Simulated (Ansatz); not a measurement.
C₃H₅BrO, SMILES `OC/C=C/Br`. Charge 0, multiplicity 1. The geometry is a stationary point of PBE0-D4/def2-TZVP. It is one conformer, not always the lowest.

```xyz
10

O     0.133   -1.358   -1.507
C     0.095   -0.017   -1.065
C    -0.526    0.109    0.288
C     0.121    0.634    1.314
Br   -0.615    0.804    3.035
H     0.611   -1.874   -0.852
H    -0.509    0.517   -1.804
H     1.094    0.439   -1.065
H    -1.536   -0.274    0.405
H     1.131    1.020    1.249
```

What is the dipole moment at PBE/def2-TZVPP? (Estimate.)

Computed: 1.01 D, with components (0.98, 0.20, -0.11) D in this frame, pointing from negative to positive charge.

And with r2SCAN, B3LYP, ωB97M-V? (An estimate is asked.)

Ansatz gave: r2SCAN 1.07 D, B3LYP 1.06 D, ωB97M-V 1.07 D.

Give the Mulliken charges with PBE, ωB97M-V, B3LYP in def2-TZVPP. (Best estimate.)

Computed: 
```
atom    PBE  ωB97M-V  B3LYP
  O1  -0.30    -0.31  -0.33
  C2   0.07     0.03   0.09
  C3  -0.18    -0.18  -0.18
  C4  -0.06    -0.10  -0.08
 Br5  -0.05    -0.03  -0.05
  H6   0.18     0.17   0.18
  H7   0.08     0.10   0.08
  H8   0.06     0.08   0.06
  H9   0.10     0.13   0.12
 H10   0.10     0.12   0.12
```

B3LYP here is the variant with VWN-RPA as its local correlation; programs differ in this.
